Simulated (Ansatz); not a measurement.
Pulling on the Ge1–H2 bond in GeHI (SMILES [GeH][I]) (multiplicity 1 held, fragments rigid). Energies count from the point at 1.601 Å.
Geometry at that point (charge 0, multiplicity 1):
| atom | x (Å) | y (Å) | z (Å) |
|---|---|---|---|
| Ge | -0.9106 | -0.7551 | 1.0568 |
| H | -1.9308 | -1.2404 | -0.0782 |
| I | 0.5862 | 0.4793 | -0.6366 |

Restricted levels (R-, RO-) in cc, def2 and unpolarised 6-31G sets keep to the state of the molecule at rest. Unrestricted levels (U-) break spin symmetry where that is lower. Active spaces are followed from a long bond inwards. Levels need not reach the same state.

Correlated levels freeze the cores. Filled d and f shells under p-block atoms count as core.

Programs: Ansatz (an electronic-structure program) with Gaussian orbitals.  In def2 rows elements past Kr take small-core potentials, without spin–orbit coupling.

Energies in kcal/mol.

```tsv
R (Å)	U-HF/def2-SVP	R-SCS-MP2/def2-SVP	R-CCSD(T)/def2-SVP	FIC-NEVPT4(SD) on CASSCF(2,2)/def2-SVP	FIC-MRCISD+Q on CASSCF(2,2)/def2-SVP
1.281	24.3	25.5	25.9	26.2	25.9
1.441	3.8	4.4	4.8	4.9	4.7
1.601	0.0	0.0	0.0	0.0	0.0
1.762	4.7	4.0	3.5	3.2	3.4
1.922	13.4	12.0	10.7	10.3	10.6
2.162	29.2	26.6	23.7	22.9	23.5
2.402	39.1	41.1	35.9	34.9	35.7
2.802	45.8	61.8	51.0	50.0	50.9
3.203	47.9	76.8	58.5	58.4	59.5
3.683	48.6	87.5	59.7	62.7	63.8
4.324	48.9	90.7	56.1	64.4	65.4
5.125	48.9	81.6	52.3	64.7	65.8
```

Doubts at one or more of the structures used: a spin-contaminated determinant (U-HF/def2-SVP); a restricted determinant that unrestricted orbitals would lower (R-SCS-MP2/def2-SVP, R-CCSD(T)/def2-SVP); other coupled-cluster roots lie near (R-CCSD(T)/def2-SVP); T1 above 0.05 (R-CCSD(T)/def2-SVP).
